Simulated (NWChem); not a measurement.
Isomers of C2H9NSi, each optimised at PBE0/def2-SVP with NWChem, gas phase unless a solvent is named. Flexible species stand in one conformer each, which need not be the lowest. 

A: C[SiH](C)N
B: CC[SiH2]N
C: CCN[SiH3]
D: [SiH2](NC)C

Q: Rank them by orbital gap (eV), PBE0/def2-SVP, lowest first.

A: C (7.67), D (7.87), B (8.21), A (8.41)
